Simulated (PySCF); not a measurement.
SMILES [OH][Al]([Cl])[Cl] (B3LYP/def2-SVP optimised geometry):

```
5

Al    -0.384    -0.199     0.000
Cl    -1.384    -2.037     0.001
Cl     1.709    -0.199     0.000
O     -1.226     1.220     0.000
H     -1.709     2.037     0.000
```

Method: B3LYP/def2-TZVP run with PySCF 2.14.0.

Problem. What are the frontier orbital energies and the dipole moment?

Solution. HOMO-2 -9.29 eV, HOMO-1 -9.14 eV, HOMO -8.73 eV, LUMO -1.28 eV, LUMO+1 -0.55 eV; dipole moment 2.27 D.

On the same geometry PBE/def2-TZVP in PySCF gives HOMO-2 -8.02 eV, HOMO-1 -8.01 eV, HOMO -7.52 eV, LUMO -1.85 eV, LUMO+1 -1.12 eV; dipole moment 2.23 D.

Meta-Löwdin charges at B3LYP/def2-TZVP: Al1 1.05, Cl2 -0.32, Cl3 -0.32, O4 -0.78, H5 0.38.
